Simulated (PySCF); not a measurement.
**Ionisation energy along the 36-electron series**

Calculated with PySCF 2.14 and a two-component X2C-1e Hamiltonian (Gaussian nucleus, no Breit or QED terms), each ion in its own even-tempered basis scaled to its charge; GMP2 freezes [Ne] and drops the highest virtual spinors. Values in eV. NIST values: (m) measured, (s) semi-empirical, (t) theoretical.

```
  ion  configuration  GHF (screened spin-orbit)  GMP2 (screened spin-orbit)               NIST
Ag¹¹⁺           [Kr]                     270.48                      271.52  271.46 ± 0.12 (s)
Cd¹²⁺           [Kr]                     304.99                      306.03        305 ± 3 (t)
In¹³⁺           [Kr]                     341.24                      342.30        341 ± 3 (t)
```

Between Z = 47 and Z = 49 the GMP2 (screened spin-orbit) value grows as Z to the power 5.56.
